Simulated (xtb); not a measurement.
F$_{2}$Sr, triplet, at a GFN2-xTB geometry (such geometries of metal compounds can be far from the true shape) (a higher spin typed on purpose: for a closed-shell molecule this is an excited state); xtb with GFN2-xTB.

Input for xtb:
```
$ xtb mol.xyz --gfn 2 --uhf 2 --hess --json

# file mol.xyz
3

Sr    -0.01928479    -0.00443925    -0.00172854
F     -0.19487950     1.54858338    -1.32094324
F      0.27630419    -1.52983987     1.32824151
```

Problem. What does xtb print? Leave out banner, timings and long lists.

Solution. 
```
   ID    Z sym.   atoms
    1   38 Sr     1
    2    9 F      2, 3

           -------------------------------------------------
          |                Calculation Setup                |
           -------------------------------------------------

           -------------------------------------------------
          |                 G F N 2 - x T B                 |
           -------------------------------------------------

          ...................................................
          :                      SETUP                      :
          :.................................................:
          :  # basis functions                  18          :
          :  # atomic orbitals                  17          :
          :  # shells                            7          :
          :  # electrons                        16          :
          :  max. iterations                   250          :
          :  Hamiltonian                  GFN2-xTB          :
          :  restarted?                      false          :
          :  GBSA solvation                  false          :
          :  PC potential                    false          :
          :  electronic temp.          300.0000000     K    :
          :  accuracy                    1.0000000          :
          :  -> integral cutoff          0.2500000E+02      :
          :  -> integral neglect         0.1000000E-07      :
          :  -> SCF convergence          0.1000000E-05 Eh   :
          :  -> wf. convergence          0.1000000E-03 e    :
          :  Broyden damping             0.4000000          :
          :  net charge                          0          :
          :  unpaired electrons                  2          :
          ...................................................

 iter      E             dE          RMSdq      gap      omega  full diag
   1     -2.3456697 -0.234567E+01  0.101E+02    0.78       0.0  T
   2     -9.7095385 -0.736387E+01  0.183E+01    6.04       1.0  T
   3     -9.8296210 -0.120083E+00  0.218E+01    7.48       1.0  T
   4     -9.8881613 -0.585404E-01  0.220E+01    6.69       1.0  T
   5     -9.8807625  0.739884E-02  0.894E+00    6.27       1.0  T
   6     -9.8255262  0.552363E-01  0.790E+00    6.05       1.0  T
   7     -9.9113673 -0.858411E-01  0.126E+01    4.08       1.0  T
   8     -9.9328993 -0.215321E-01  0.469E+00    4.37       1.0  T
   9     -9.9326012  0.298149E-03  0.603E+00    4.25       1.0  T
  10     -9.9324647  0.136504E-03  0.610E+00    4.24       1.0  T
  11     -9.9385374 -0.607273E-02  0.531E+00    4.31       1.0  T
  12     -9.9557779 -0.172404E-01  0.107E+00    4.78       1.0  T
  13     -9.9563463 -0.568446E-03  0.278E-01    4.86       1.0  T
  14     -9.9566440 -0.297653E-03  0.177E-01    4.91       1.0  T
  15     -9.9566390  0.491200E-05  0.149E-01    4.93       1.0  T
  16     -9.9566760 -0.369124E-04  0.101E-01    4.94       1.0  T
  17     -9.9567116 -0.356836E-04  0.192E-02    4.94       3.0  T
  18     -9.9567131 -0.148064E-05  0.584E-03    4.94       9.9  T
  19     -9.9567131  0.579080E-07  0.572E-03    4.93      10.1  T
  20     -9.9567132 -0.150623E-06  0.256E-03    4.93      22.5  T
  21     -9.9567132 -0.751345E-08  0.276E-03    4.93      21.0  T
  22     -9.9567132 -0.208835E-07  0.104E-03    4.93      55.8  T
  23     -9.9567132 -0.343831E-08  0.173E-04    4.93     334.7  T
  24     -9.9567132 -0.546390E-10  0.137E-04    4.93     419.9  T

   *** convergence criteria satisfied after 24 iterations ***

 transition dipole moment (au) for excitation:           8           9
     X       Y       Z
   0.0681  -0.4452   0.3832  total (au/Debye):    0.591   1.503
 dE (eV)             :    3.989
 oscillator strength :  0.48324E-01

         :::::::::::::::::::::::::::::::::::::::::::::::::::::
         ::                     SUMMARY                     ::
         :::::::::::::::::::::::::::::::::::::::::::::::::::::
[...]
         :: total energy              -9.950280433924 Eh    ::
[...]
WARNING: These symmetry elements match no point group I know of. Sorry.
Trying fallback mode to highest recognized Axis...
   9: 39.74
 IR intensities (km·mol⁻¹)
   1:  0.04   2:  0.04   3:  0.10   4:  0.00   5:  0.11   6:  0.04   7:  0.21   8:  0.04
   9:  2.72
 Raman intensities (Ä⁴*amu⁻¹)
   1:  0.00   2:  0.00   3:  0.00   4:  0.00   5:  0.00   6:  0.00   7:  0.00   8:  0.00
   9:  0.00
 output can be read by thermo (or use thermo option).
 writing <g98.out> molden fake output.
 recommended (thermochemical) frequency scaling factor: 1.0
           -------------------------------------------------
          |             Thermodynamic Functions             |
           -------------------------------------------------

c1  symmetry found (for desy threshold:  0.10E+00) used in thermo

          ...................................................
          :                      SETUP                      :
          :.................................................:
          :  # frequencies                           3      :
          :  # imaginary freq.                       0      :
          :  linear?                             false      :
          :  only rotor calc.                    false      :
          :  symmetry                               c1      :
          :  rotational number                       1      :
          :  scaling factor                  1.0000000      :
          :  rotor cutoff                   50.0000000 cm⁻¹ :
          :  imag. cutoff                  -20.0000000 cm⁻¹ :
          :.................................................:

    mode    ω/cm⁻¹     T·S(HO)/kcal·mol⁻¹    T·S(FR)/kcal·mol⁻¹   T·S(vib)
   ------------------------------------------------------------------------
       1      7.08    -2.59286 (  0.04%)    -1.62895 ( 99.96%)    -1.62934
       2    259.84    -0.49578 ( 99.86%)    -0.56815 (  0.14%)    -0.49588
       3    294.86    -0.43110 ( 99.92%)    -0.53072 (  0.08%)    -0.43118
   ------------------------------------------------------------------------

   temp. (K)  partition function   enthalpy   heat capacity  entropy
                                   cal/mol     cal/K/mol   cal/K/mol   J/K/mol
 298.15  VIB   54.9                 1146.850      4.422      8.574
         ROT  0.386E+04              888.752      2.981     19.393
         INT  0.212E+06             2035.603      7.403     27.967
         TR   0.136E+28             1481.254      4.968     40.379
         TOT                        3516.8564    12.3710    68.3467   285.9627

       T/K    H(0)-H(T)+PV         H(T)/Eh          T*S/Eh         G(T)/Eh
   ------------------------------------------------------------------------
    298.15    0.560447E-02    0.688430E-02    0.324737E-01   -0.255894E-01
   ------------------------------------------------------------------------

         :::::::::::::::::::::::::::::::::::::::::::::::::::::
         ::                  THERMODYNAMIC                  ::
         :::::::::::::::::::::::::::::::::::::::::::::::::::::
         :: total free energy          -9.975869861401 Eh   ::
         ::.................................................::
         :: total energy               -9.950280430044 Eh   ::
         :: zero point energy           0.001279834641 Eh   ::
         :: G(RRHO) w/o ZPVE           -0.026869265997 Eh   ::
         :: G(RRHO) contrib.           -0.025589431356 Eh   ::
         :::::::::::::::::::::::::::::::::::::::::::::::::::::

           -------------------------------------------------
          | TOTAL ENERGY               -9.950280430044 Eh   |
          | TOTAL ENTHALPY             -9.943396127921 Eh   |
          | TOTAL FREE ENERGY          -9.975869861401 Eh   |
          | GRADIENT NORM               0.000028625860 Eh/α |
          | HOMO-LUMO GAP               4.934427211986 eV   |
           -------------------------------------------------

normal termination of xtb
```
